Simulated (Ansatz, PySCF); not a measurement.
Process, species as SMILES: B=[N] → [B]=N
Each molecule is optimised on its own at B3LYP-D3(BJ)/def2-TZVP (Ansatz, a first-principles code).

Wanted: isomerisation energy (enthalpy at 298 K, with B3LYP-D3(BJ) rigid-rotor harmonic-oscillator terms from PySCF), in kcal/mol. Cores are frozen in the correlated levels unless marked. UHF or UKS for open shells. Spin-orbit coupling is left out. Non-relativistic unless marked X2C. Basis-set limits of correlation are two-point, X^-3; Hartree-Fock from the larger set.

| level | program | isomerisation energy (kcal/mol) |
|---|---|---|
| BLYP/def2-TZVPD | Ansatz | ? |
| revPBE-D4/def2-TZVPD | Ansatz + dftd4 | -17.3 |
| BHLYP-D4/def2-TZVPD | Ansatz + dftd4 | -12.8 |
| CCSD/cc-pwCVTZ | Ansatz | -16.4 |
| X2C-CCSD(T)/cc-pVTZ-DK | Ansatz | ? |
| CCSD(T) with core electrons/cc-pwCVTZ | Ansatz | -18.1 |
| CCSD(T)/CBS(aug-cc-pVTZ,aug-cc-pVQZ) | Ansatz | ? |

**Question.** Fill in the missing entries.

**Answer.** 
- BLYP/def2-TZVPD, isomerisation energy (kcal/mol): -14.8
- X2C-CCSD(T)/cc-pVTZ-DK, isomerisation energy (kcal/mol): -17.5
- CCSD(T)/CBS(aug-cc-pVTZ,aug-cc-pVQZ), isomerisation energy (kcal/mol): -19.0
